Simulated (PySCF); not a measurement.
# Basis-set dependence of population analyses: `Cc1ccccc1`

C7H8.
Cartesian coordinates in Å at the PBE0-D3(BJ)/def2-SVP level; atoms count from 1:
```xyz
15
C7H8 angstrom
C      2.2260   -0.1953   -0.0845
C      0.7367   -0.0110   -0.0364
C     -0.1183   -1.1212   -0.0122
C     -1.5000   -0.9618    0.0527
C     -2.0569    0.3165    0.0931
C     -1.2199    1.4298    0.0671
C      0.1633    1.2647    0.0023
H      2.6124   -0.5545    0.8837
H      2.5150   -0.9394   -0.8425
H      2.7425    0.7463   -0.3181
H      0.3094   -2.1276   -0.0464
H     -2.1477   -1.8420    0.0693
H     -3.1410    0.4433    0.1422
H     -1.6452    2.4361    0.0953
H      0.8130    2.1443   -0.0201
```

PBE0 throughout (PySCF), one geometry, spherical d and f functions. Geometry: PBE0-D3(BJ)/def2-SVP; no solvent, vibrations or thermal averaging. Atoms taken as equivalent share a column and are averaged. The first 7 of 9 kinds of atom are listed.

Mulliken charges (e):

```
        basis  functions      C1      C2   C3/C7   C4/C6      C5  H8/H9/H10  H11/H15
       STO-3G         43  -0.239  +0.003  -0.088  -0.087  -0.088     +0.087   +0.081
     pcSseg-0         79  -0.603  -0.217  -0.172  -0.241  -0.236     +0.241   +0.227
        6-31G         79  -0.557  +0.066  -0.182  -0.170  -0.170     +0.180   +0.162
       6-31G*        114  -0.604  +0.135  -0.206  -0.168  -0.174     +0.189   +0.161
      cc-pVDZ        138  -0.004  -0.144  -0.001  +0.004  -0.008     +0.056   -0.012
     def2-SVP        138  +0.003  -0.110  -0.029  -0.018  -0.022     +0.051   +0.006
     pcSseg-1        159  -0.148  -0.324  -0.041  -0.087  -0.089     +0.128   +0.074
  aug-cc-pVDZ        233  +0.267  +0.694  +0.789  +0.265  +0.423     -0.079   -0.743
6-311+G(2d,p)        237  -0.718  +0.948  -0.469  -0.095  -0.105     +0.158   +0.102
    def2-TZVP        265  -0.402  +0.175  -0.200  -0.101  -0.138     +0.132   +0.111
      cc-pVTZ        322  -0.297  +0.076  -0.139  -0.114  -0.129     +0.103   +0.103
     IGLO-III        325  -0.424  +0.165  -0.127  -0.102  -0.110     +0.125   +0.085
```

IAO charges (e):

```csv
basis,functions,C1,C2,C3/C7,C4/C6,C5,H8/H9/H10,H11/H15
STO-3G,43,-0.398,-0.008,-0.138,-0.139,-0.141,+0.140,+0.133
pcSseg-0,79,-0.427,+0.005,-0.156,-0.149,-0.156,+0.151,+0.143
6-31G,79,-0.441,+0.020,-0.162,-0.150,-0.159,+0.153,+0.145
6-31G*,114,-0.420,+0.017,-0.155,-0.144,-0.153,+0.147,+0.139
cc-pVDZ,138,-0.420,+0.020,-0.159,-0.146,-0.156,+0.147,+0.141
def2-SVP,138,-0.409,+0.018,-0.155,-0.143,-0.153,+0.144,+0.138
pcSseg-1,159,-0.418,+0.016,-0.160,-0.148,-0.158,+0.148,+0.143
aug-cc-pVDZ,233,-0.430,+0.020,-0.164,-0.151,-0.161,+0.151,+0.145
"6-311+G(2d,p)",237,-0.431,+0.019,-0.163,-0.150,-0.161,+0.152,+0.145
def2-TZVP,265,-0.431,+0.019,-0.163,-0.150,-0.160,+0.151,+0.145
cc-pVTZ,322,-0.433,+0.020,-0.163,-0.150,-0.160,+0.152,+0.145
IGLO-III,325,-0.433,+0.019,-0.164,-0.151,-0.162,+0.152,+0.146
```

Some averages cover members that differ in this geometry, most widely: H8/H9/H10, Mulliken in aug-cc-pVDZ -0.242 to +0.042; C3/C7, Mulliken in 6-311+G(2d,p) -0.600 to -0.337; C3/C7, Mulliken in aug-cc-pVDZ +0.717 to +0.860; C4/C6, Mulliken in 6-311+G(2d,p) -0.128 to -0.061 e.

Problem. Which scheme is steadiest as the basis changes?

Solution. Largest range over the bases for any column: IAO 0.04 e, Mulliken 1.27 e. IAO charges move least and Mulliken charges most, counted in e. Without the minimal STO-3G basis the ranges are IAO 0.03, Mulliken 1.27 e.

Problem. How much do the charges still move between the two largest bases, cc-pVTZ and IGLO-III?

Solution. At most, over all atoms: Mulliken 0.126 e, IAO 0.002 e.

Problem. What do the same runs give for the total energy, the frontier levels and the dipole moment?

Solution. 
```json
{"basis": "STO-3G", "energy (Eh)": "-267.9738", "HOMO (eV)": "-5.21", "LUMO (eV)": "2.85", "μ (D)": "0.35"}
{"basis": "pcSseg-0", "energy (Eh)": "-270.6436", "HOMO (eV)": "-7.07", "LUMO (eV)": "-0.04", "μ (D)": "0.43"}
{"basis": "6-31G", "energy (Eh)": "-271.1746", "HOMO (eV)": "-6.72", "LUMO (eV)": "0.30", "μ (D)": "0.39"}
{"basis": "6-31G*", "energy (Eh)": "-271.2295", "HOMO (eV)": "-6.68", "LUMO (eV)": "0.25", "μ (D)": "0.34"}
{"basis": "cc-pVDZ", "energy (Eh)": "-271.2527", "HOMO (eV)": "-6.82", "LUMO (eV)": "0.01", "μ (D)": "0.40"}
{"basis": "def2-SVP", "energy (Eh)": "-271.0434", "HOMO (eV)": "-6.90", "LUMO (eV)": "-0.06", "μ (D)": "0.41"}
{"basis": "pcSseg-1", "energy (Eh)": "-271.1990", "HOMO (eV)": "-6.97", "LUMO (eV)": "-0.18", "μ (D)": "0.42"}
{"basis": "aug-cc-pVDZ", "energy (Eh)": "-271.2634", "HOMO (eV)": "-6.93", "LUMO (eV)": "-0.27", "μ (D)": "0.42"}
{"basis": "6-311+G(2d,p)", "energy (Eh)": "-271.3047", "HOMO (eV)": "-6.93", "LUMO (eV)": "-0.26", "μ (D)": "0.41"}
{"basis": "def2-TZVP", "energy (Eh)": "-271.3265", "HOMO (eV)": "-6.92", "LUMO (eV)": "-0.20", "μ (D)": "0.39"}
{"basis": "cc-pVTZ", "energy (Eh)": "-271.3215", "HOMO (eV)": "-6.90", "LUMO (eV)": "-0.15", "μ (D)": "0.39"}
{"basis": "IGLO-III", "energy (Eh)": "-271.3330", "HOMO (eV)": "-6.93", "LUMO (eV)": "-0.26", "μ (D)": "0.42"}
```
